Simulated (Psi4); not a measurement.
C$_{4}$H$_{9}$ (SMILES [CH2]CCC), doublet, at a GFN2-xTB geometry; SVWN/6-31G (Psi4).

The Psi4 input:
```
memory 2 GB

molecule mol {
0 2
  C     0.637305    1.870053   -0.013944
  C     0.720085    0.402568   -0.007129
  C    -0.680967   -0.259710    0.006131
  C    -0.578777   -1.778271    0.013066
  H    -1.570814   -2.224755    0.022342
  H     0.521816    2.413063    0.904085
  H     0.508790    2.403784   -0.935675
  H    -0.039361   -2.121966    0.893137
  H    -0.051852   -2.130863   -0.871042
  H     1.245726    0.047094   -0.897555
  H     1.258307    0.056056    0.879305
  H    -1.235493    0.070423   -0.874191
  H    -1.222996    0.079324    0.890842
}

set basis 6-31g
set reference uks
set scf_type dfdirj+cosx

energy('svwn')
print_variables()
```

Predict the main parts of the log of this Psi4 run.


```
   => Loading Basis Set <=

    Name: 6-31G
    Role: ORBITAL
    Keyword: BASIS

         ---------------------------------------------------------
                                   SCF
               by Justin Turney, Rob Parrish, Andy Simmonett
                          and Daniel G. A. Smith
                              UKS Reference
         ---------------------------------------------------------

  ==> Geometry <==

    Molecular point group: c1
    Full point group: C1

    Geometry (in Angstrom), charge = 0, multiplicity = 2:

       Center              X                  Y                   Z               Mass
    ------------   -----------------  -----------------  -----------------  -----------------
         C            0.627119505663     1.845577562862    -0.013748172056    12.000000000000
         C            0.709899505663     0.378092562862    -0.006933172056    12.000000000000
         C           -0.691152494337    -0.284185437138     0.006326827944    12.000000000000
         C           -0.588962494337    -1.802746437138     0.013261827944    12.000000000000
         H           -1.580999494337    -2.249230437138     0.022537827944     1.007825032230
         H            0.511630505663     2.388587562862     0.904280827944     1.007825032230
         H            0.498604505663     2.379308562862    -0.935479172056     1.007825032230
         H           -0.049546494337    -2.146441437138     0.893332827944     1.007825032230
         H           -0.062037494337    -2.155338437138    -0.870846172056     1.007825032230
         H            1.235540505663     0.022618562862    -0.897359172056     1.007825032230
         H            1.248121505663     0.031580562862     0.879500827944     1.007825032230
         H           -1.245678494337     0.045947562862    -0.873995172056     1.007825032230
         H           -1.233181494337     0.054848562862     0.891037827944     1.007825032230

  Running in c1 symmetry.

  Rotational constants: A =      0.81497  B =      0.12914  C =      0.12184 [cm^-1]
  Rotational constants: A =  24432.06165  B =   3871.40651  C =   3652.74347 [MHz]
  Nuclear repulsion =  123.694798209406756

  Charge       = 0
  Multiplicity = 2
  Electrons    = 33
  Nalpha       = 17
  Nbeta        = 16

  ==> Algorithm <==

  SCF Algorithm Type is DFDIRJ+COSX.
  DIIS enabled.
  MOM disabled.
  Fractional occupation disabled.
  Guess Type is SAD.
  Energy threshold   = 1.00e-06
  Density threshold  = 1.00e-06
  Integral threshold = 1.00e-12

  ==> Primary Basis <==

  Basis Set: 6-31G
    Blend: 6-31G
    Number of shells: 38
    Number of basis functions: 54
    Number of Cartesian functions: 54
    Spherical Harmonics?: false
    Max angular momentum: 1

  ==> DFT Potential <==

   => LibXC <=

    Version 7.1.2
    S. Lehtola, C. Steigemann, M. J. T. Oliveira, and M. A. L. Marques,  SoftwareX 7, 1–5 (2018) (10.1016/j.softx.2017.11.002)

   => Composite Functional: SVWN <=

    Slater exchange
    Vosko, Wilk & Nusair (VWN5_RPA)
    P. A. M. Dirac,  Math. Proc. Cambridge Philos. Soc. 26, 376 (1930) (10.1017/S0305004100016108)
    F. Bloch,  Z. Phys. 57, 545 (1929) (10.1007/BF01340281)
    S. H. Vosko, L. Wilk, and M. Nusair,  Can. J. Phys. 58, 1200 (1980) (10.1139/p80-159)

    Deriv               =              1
    GGA                 =          FALSE
    Meta                =          FALSE

    Exchange Hybrid     =          FALSE
    MP2 Hybrid          =          FALSE

   => Exchange Functionals <=

    1.0000         XC_LDA_X

   => Correlation Functionals <=

    1.0000   XC_LDA_C_VWN_RPA

   => LibXC Density Thresholds  <==

    XC_LDA_C_VWN_RPA:  1.00E-15
    XC_LDA_X:  1.00E-15

   => Molecular Quadrature <=

    Radial Scheme          =       TREUTLER
    Pruning Scheme         =           NONE
    Nuclear Scheme         =       TREUTLER

    Blocking Scheme        =         OCTREE
    BS radius alpha        =              1
    Pruning alpha          =              1
[...]
    Irrep   Nso     Nmo
   -------------------------
     A         54      54
   -------------------------
    Total      54      54
   -------------------------

  ==> Iterations <==

                        Total Energy        Delta E     RMS |[F,P]|

   @UKS iter SAD:  -156.30250590087027   -1.56303e+02   0.00000e+00
   @UKS iter   1:  -156.29951494120567    2.99096e-03   1.82003e-02 ADIIS/DIIS
   @UKS iter   2:  -155.70930798045370    5.90207e-01   2.53863e-02 ADIIS/DIIS
   @UKS iter   3:  -156.83626116566052   -1.12695e+00   1.93331e-03 ADIIS/DIIS
   @UKS iter   4:  -156.83892948349575   -2.66832e-03   1.53740e-03 ADIIS/DIIS
   @UKS iter   5:  -156.84266808140660   -3.73860e-03   1.00132e-04 ADIIS/DIIS
   @UKS iter   6:  -156.84268161389360   -1.35325e-05   6.15286e-05 DIIS
   @UKS iter   7:  -156.84268713357540   -5.51968e-06   1.16435e-05 DIIS
   @UKS iter   8:  -156.84268738551418   -2.51939e-07   2.01540e-06 DIIS
   @UKS iter   9:  -156.84268739043836   -4.92417e-09   1.63774e-06 DIIS
   @UKS iter  10:  -156.84268739452469   -4.08633e-09   2.85481e-07 DIIS
  Energy and wave function converged with early screening.
  Continuing SCF iterations with tighter screening.

   @UKS iter  11:  -156.84268739468024   -1.55552e-10   3.23878e-08 DIIS
  Energy and wave function converged.

  ==> Post-Iterations <==

   Electrons on quadrature grid:
      Nalpha   =   16.9999457367 ; deviation = -5.426e-05
      Nbeta    =   15.9999510321 ; deviation = -4.897e-05
      Ntotal   =   32.9998967688 ; deviation = -1.032e-04

   @Spin Contamination Metric:   1.881963511E-03
   @S^2 Expected:                7.500000000E-01
   @S^2 Observed:                7.518819635E-01
   @S   Expected:                5.000000000E-01
   @S   Observed:                5.000000000E-01

    Orbital Energies [Eh]
    ---------------------

    Alpha Occupied:

[...]
    Alpha Virtual:

[...]
      54A      1.555023

    Beta Occupied:

[...]
      16A     -0.295632

    Beta Virtual:

[...]
    Final Occupation by Irrep:
              A
    DOCC [    16 ]
    SOCC [     1 ]
    NA   [    17 ]
    NB   [    16 ]

  @UKS Final Energy:  -156.84268739468024

   => Energetics <=

    Nuclear Repulsion Energy =            123.6947982094067555
    One-Electron Energy =                -455.2427411449504007
    Two-Electron Energy =                 198.8435415006831590
    DFT Exchange-Correlation Energy =     -24.1382859598197719
    Empirical Dispersion Energy =           0.0000000000000000
    VV10 Nonlocal Energy =                  0.0000000000000000
    Total Energy =                       -156.8426873946802402

  UHF NO Occupations:
  HONO-2 :   15  A 1.9997636
  HONO-1 :   16  A 1.9995698
  HONO-0 :   17  A 1.0000000
  LUNO+0 :   18  A 0.0004302
  LUNO+1 :   19  A 0.0002364
  LUNO+2 :   20  A 0.0001998
  LUNO+3 :   21  A 0.0000608

Computation Completed

Properties will be evaluated at   0.000000,   0.000000,   0.000000 [a0]

Properties computed using the SCF density matrix

 Multipole Moments:

 ------------------------------------------------------------------------------------
     Multipole            Electronic (a.u.)      Nuclear  (a.u.)        Total (a.u.)
 ------------------------------------------------------------------------------------

 L = 1.  Multiply by 2.5417464519 to convert [e a0] to [Debye]
 Dipole X            :          0.5323328           -0.6351791           -0.1028463
 Dipole Y            :          1.3926763           -1.5263118           -0.1336355
 Dipole Z            :         -0.0107948            0.0121969            0.0014021
 Magnitude           :                                                    0.1686351

 ------------------------------------------------------------------------------------

  Variable Map:
  ----------------------------------------------------------------------------
[...]
  Array Variable Map:
  ----------------------------------------------------------------------------
[...]
[...]
```
